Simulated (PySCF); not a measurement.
# Correlation energy of As(3+) (arsenic, charge +3)

[Ar] 3d10 4s2, closed-shell 1S. Calculation: PySCF 2.14, in cc-pVTZ-PP with ECP10MDF (5s4p3d1f, 39 functions); scalar relativity through the core potential. Frozen: 3s2 3p6 3d10; 2 electrons correlated.

Total MP2 correlation energy: -30.80 mhartree.

Same-spin part 0.00 and opposite-spin part -30.80 mhartree; SCS-MP2 scales them by 1/3 and 6/5 to -36.96 mhartree.

With two correlated electrons CCSD is exact within the correlated space (frozen core and kept virtual orbitals).

| level | correlation energy (mhartree) |
| --- | --- |
| CCSD | -42.05 |

Diagnostics: T1 = 0.0034, D1 = 0.0048, largest double amplitude 0.099.

Cost of the coupled-cluster step: 0.16 s of wall time on 1 thread of Neoverse-N1 (shared host), for 2 correlated electrons.

Iterations:

```
CC2 = 0
CCSD nocc = 1, nmo = 30
frozen orbitals [0, 1, 2, 3, 4, 5, 6, 7, 8]
max_cycle = 100
direct = 0
conv_tol = 1e-08
conv_tol_normt = 1e-06
diis_space = 8
diis_start_cycle = 0
Init t2, MP2 energy = -329.224291894999  E_corr(MP2) -0.0308028149812775
Init E_corr(CCSD) = -0.0308028149813968
cycle = 1  E_corr(CCSD) = -0.0379793263316458  dE = -0.00717651135  norm(t1,t2) = 0.0380656
cycle = 2  E_corr(CCSD) = -0.0404333850712545  dE = -0.00245405874  norm(t1,t2) = 0.0151355
cycle = 3  E_corr(CCSD) = -0.0420547357442917  dE = -0.00162135067  norm(t1,t2) = 0.00623886
cycle = 4  E_corr(CCSD) = -0.0420450635238532  dE = 9.67222044e-06  norm(t1,t2) = 0.000163309
cycle = 5  E_corr(CCSD) = -0.0420466963527303  dE = -1.63282888e-06  norm(t1,t2) = 8.56513e-06
cycle = 6  E_corr(CCSD) = -0.0420461647061454  dE = 5.31646585e-07  norm(t1,t2) = 1.61619e-06
cycle = 7  E_corr(CCSD) = -0.0420462577191008  dE = -9.30129554e-08  norm(t1,t2) = 3.27517e-07
cycle = 8  E_corr(CCSD) = -0.0420462536098425  dE = 4.10925829e-09  norm(t1,t2) = 3.27446e-08
CCSD converged
E(CCSD) = -329.2355353336275  E_corr = -0.04204625360984252
```
